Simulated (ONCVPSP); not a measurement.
**Scattering properties, ONCV potential for zirconium (Zr)**

zirconium (Zr), optimised norm-conserving Vanderbilt (ONCV), made with ONCVPSP 4.0.1 (LDA (Perdew-Zunger), scalar-relativistic). Core [Kr], reference 4d2 5s2. Waves: 5s: rc 2.60 bohr, ncon 5, nbas 9, qcut 2.2 1/bohr, 2 projectors, debl 1.6 Ha; p scattering state at 0.04 Ha: rc 3.80 bohr, ncon 3, nbas 8, qcut 3.5 1/bohr, 2 projectors, debl 3.7 Ha; 4d: rc 3.10 bohr, ncon 4, nbas 9, qcut 4.7 1/bohr, 1 projector. Local part: polynomial inside 2.35 bohr (lpopt 3, dvloc0 0 Ha). Core correction: Teter function, fcfact 3.25, rcfact 1.1.

In the p channel the program set the typed energies aside and used 0.050, 3.750 Ha.

The phase is arctan(r·R′/R) of the radial function R(r), unwrapped; energies in Ha, scanned from -2 to 5 Ha. A pole is an energy at which the radial function vanishes at the test radius. The pseudo phase is shifted by a multiple of π to meet the all-electron one at the reference energy, and phase errors are pseudo minus all-electron; the curves can meet again beyond the range given. Levels narrower than the energy grid can be missing from the lists of poles. n/a: not evaluated, since a narrow level or a reset projector energy made the automatic matching unsafe.

```
channel  radius (bohr)  reference energy (Ha)  poles, all-electron     poles, pseudo  unbroken range about the reference energy with phases within 0.05 rad  phase error 1 Ha above the reference energy (rad)
      s           2.63                  -0.17          -1.97, 1.52              1.54                                                            -1.6 to 2.5                                             -0.006
      p           3.86                   0.05           0.50, 2.48  0.47, 2.23, 4.04                                                                    n/a                                                n/a
      d           3.15                  -0.14           0.03, 2.01        0.03, 2.42                                                              below 0.4                                             +0.420
```

Note: no bound ghost flagged; GHOST(+) flagged for s at 40.1 eV, p at 110.1 eV, s at 172.2 eV.

Phases in the d channel:

```tsv
E (Ha)	all-electron	pseudo
-1.98	1.377	1.377
-1.62	1.351	1.351
-1.26	1.310	1.311
-0.90	1.236	1.238
-0.54	1.025	1.030
-0.18	-0.943	-0.942
0.18	-1.742	-1.728
0.54	-2.291	-2.152
0.90	-4.038	-3.677
1.26	-4.494	-4.389
1.62	-4.630	-4.564
1.98	-4.707	-4.647
2.34	-4.775	-4.702
2.70	-4.865	-4.748
3.06	-5.096	-4.800
3.42	-6.764	-4.878
3.78	-7.581	-5.067
4.14	-7.721	-6.312
4.50	-7.782	-7.510
4.86	-7.821	-7.691
```
